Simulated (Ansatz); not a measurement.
## Swapping NH2 for Cl on In: the atomisation energy

On one In centre, n of the NH2 ligands are replaced by Cl. The atomisation energy (no zero-point term) y in kJ/mol at CCSD(T)/def2-TZVPP. Shapes, held fixed at every level: PBE0-D4/def2-TZVP. Programs: Ansatz 0.2.0.

```
  molecule  n  y (kJ/mol)
  In(NH2)3  0        2963
In(NH2)2Cl  1        2309
In(NH2)Cl2  2           ?
     InCl3  3         957
```

Fit y = c + s·n to the known rows and predict In(NH2)Cl2.


1. Means of the 3 rows: n = 1.33333, y = 2076.3.
2. Σ(Δn)² = 4.6667, Σ(Δn·Δy) = -3125.3, so the slope is -3125.3/4.6667 = -669.7.
3. Intercept: 2076.3 − (-669.7) × 1.33333 = 2969.2. The largest residual of the fit is 9.5.
4. In(NH2)Cl2: 2969.2 + (-669.7) × 2 = 1630 kJ/mol.

The run gave 1639 kJ/mol, so the prediction is off by -9 kJ/mol, within the scatter of the fit. The steps per swap are -654, -670, -682 kJ/mol. The slope is the difference between a In–Cl and a In–NH2 bond with the ligands’ own bonds. Other levels give for In(NH2)Cl2: PBE-D4/def2-TZVPP 1726; r2SCAN-D4/def2-TZVPP 1697; CCSD/def2-TZVPP 1600 kJ/mol. Spin-orbit coupling of the free atoms (NH2 0, Cl 4 kJ/mol each; the atoms kept shift only the intercept) is left out. For atoms past krypton def2 sets carry core potentials with scalar relativity. Correlated rows may include outer-core shells of In, which these sets cover unevenly.
